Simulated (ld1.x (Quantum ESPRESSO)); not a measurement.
**technetium (Tc): one change to an RRKJ potential, before and after**

technetium, norm-conserving RRKJ (Kleinman–Bylander form), made with ld1.x (Quantum ESPRESSO) 7.5 (PBE, scalar-relativistic). Core [Kr], reference 4d5 5s1 5p1. Waves: 5s (bound): rc 2.50 bohr; 5p (bound): rc 3.90 bohr; 4d (bound): rc 1.95 bohr. Local part: the d channel. Core correction: none. rho0 = 0.001.

All-electron outer shells of the reference configuration (PBE, scalar-relativistic, ld1.x):

```tsv
shell	level (eV)	outermost node (bohr)	outermost maximum (bohr)
4s	-74.85	0.50	0.95
4p	-46.82	0.51	1.03
4d	-8.04	0.50	1.27
5s	-5.96	1.28	2.69
5p	-2.10	1.45	3.58
```

Change: wave 5s (bound): rc 2.50 bohr becomes 5s (bound): rc 3.42 bohr.

Cutoffs: the cutoffs (Ry, on a coarse ladder) from which the occupation-weighted sum of valence levels, in a spherical-Bessel basis at the reference potential, stays within 10 and 1 mRy of its value at 400 Ry; they do not see the model core or the augmentation charge, which bear on the density cutoff. Errors are all-electron minus pseudo energies relative to the spin-unpolarised reference configuration.

Predict the effect on cutoff, ghosts and configuration errors.

The potential gets neither clearly harder nor softer (40 Ry and 50 Ry → 40 Ry and 50 Ry); both files keep a bound ghost (p, s); of the 6 tests that both files solve, the error grows in 1 and shrinks in 3 by more than 15 % and 0.3 meV (median size 24.8 → 5.8 meV).

```csv
quantity,base,changed
"cutoff, loose",40 Ry,40 Ry
"cutoff, tight",50 Ry,50 Ry
bound ghosts,"s, p","s, p"
"tests counted (converged, no solver errors)",6 of 7,6 of 7
"error for 4d5 5s2 5p0, meV [ΔE -3.75 eV]",+2.1,+0.2
"error for 4d5 5s1 5p0, meV [ΔE 4.40 eV]",+2.8,+2.6
"error for 4d5 5s0 5p0, meV [ΔE 19.25 eV]",+66,+65
"error for 4d4 5s0 5p0, meV [ΔE 47.96 eV]",+193,+156
"error for 4d5 5s1.5 5p0, meV [ΔE -0.47 eV]",+0.1,-1.4
"error for 4d4 5s2 5p0, meV [ΔE 7.89 eV]",-47,-8.9
s: phases at 4.24 bohr within 0.05 rad from the reference energy up to (Ry; the scan ends near 5),0.8,0.7
p: phases at 4.24 bohr within 0.05 rad from the reference energy up to (Ry; the scan ends near 5),1.5,1.5
d: phases at 4.24 bohr within 0.05 rad from the reference energy up to (Ry; the scan ends near 5),2.8,2.8
```

Base: Tests not counted: 4d4 5s2 5p1 (solver errors, printed error -1.5 eV). Changed file: Tests not counted: 4d4 5s2 5p1 (solver errors, printed error -1.4 eV). A true bound ghost makes a file unfit for plane-wave use even where its test errors are small: the radial tests pick states by their node count and pass the ghost by. Where a test does run into it, the solver fails or the error is huge.
